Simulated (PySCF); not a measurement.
C₂ClO₂Pt, charge +2, quartet, geometry from GFN2-xTB of the parent state (such geometries of metal compounds can be far from the true shape) (the multiplicity is a formal guess) (core potentials on Pt).

The PySCF input:
```python
from pyscf import gto, scf, dft

mol = gto.Mole()
mol.atom = '''
    Pt   -0.10034915   -0.07823285    0.00708963
    Cl   -1.70230998   -1.32713188    0.12026756
    O     0.41165848    2.55148831   -1.39841969
    C     0.31507625    1.58271118   -0.84308924
    O     2.68810317   -0.13489407    1.17942270
    C     1.67965885   -0.02760278    0.70216196
'''
mol.basis = 'def2-svp'
mol.ecp = {'Pt': 'def2-svp'}
mol.charge = 2
mol.spin = 3
mol.verbose = 4
mol.build()

mf = dft.UKS(mol)
mf.xc = 'tpss'
mf = mf.density_fit(auxbasis='def2-universal-jkfit')
mf.kernel()
mf.analyze()
```

Give the <S^2> at the level PySCF with DF-TPSS/def2-SVP.

3.752

Predict the HOMO energy from DF-TPSS/def2-SVP.

-17.43 eV

Predict the total energy from DF-TPSS/def2-SVP.

-804.9874 Eh

Predict the nuclear repulsion energy from DF-TPSS/def2-SVP.

324.6359 Eh

Estimate the number of basis functions that DF-TPSS/def2-SVP returns for this input.

106

These values belong to the state on which the SCF converged, which isn't shown to be the lowest.
